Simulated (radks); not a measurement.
Q: Radial electron density D(r) = 4 pi r^2 rho(r) of an atom or ion with 22 electrons. Calculated with a radial shooting solver on a logarithmic mesh with Libxc functionals: non-relativistic Kohn-Sham, LDA (Slater exchange, Perdew-Wang correlation), spin-unpolarised, spherical densities, point nucleus.

| r (bohr) | D(r) (e/bohr) |
|---|---|
| 0.001406 | 0.9861 |
| 0.001759 | 1.500 |
| 0.0022 | 2.267 |
| 0.002753 | 3.395 |
| 0.003417 | 4.959 |
| 0.004274 | 7.248 |
| 0.005348 | 10.41 |
| 0.00669 | 14.64 |
| 0.00837 | 20.05 |
| 0.01047 | 26.56 |
| 0.0131 | 33.77 |
| 0.01639 | 40.83 |
| 0.02034 | 46.32 |
| 0.02545 | 49.29 |
| 0.03184 | 48.77 |
| 0.03983 | 45.56 |
| 0.04983 | 42.49 |
| 0.06234 | 43.27 |
| 0.07799 | 49.45 |
| 0.09758 | 57.47 |
| 0.1211 | 59.83 |
| 0.1515 | 51.90 |
| 0.1895 | 38.04 |
| 0.2371 | 29.68 |
| 0.2967 | 31.44 |
| 0.3712 | 34.14 |
| 0.4643 | 27.57 |
| 0.5809 | 14.58 |
| 0.721 | 4.908 |
| 0.902 | 0.8878 |
| 1.128 | 0.07904 |
| 1.412 | 0.002991 |

What is the nuclear charge?

A: Z = 40. The innermost maximum, from 1s, lies near 1/Z = 0.025 bohr (found: 0.0276), and its height grows with Z. The density is that of the zirconium ion Zr18+ in [Ar] 3d4; the configuration itself is not fixed sharply by these data, and Z only to a few units. D(r) has 3 maxima, at r = 0.0276, 0.115, 0.362 bohr, and minima at 0.0540, 0.251 bohr, inside which lie 2.04, 10.96 electrons.
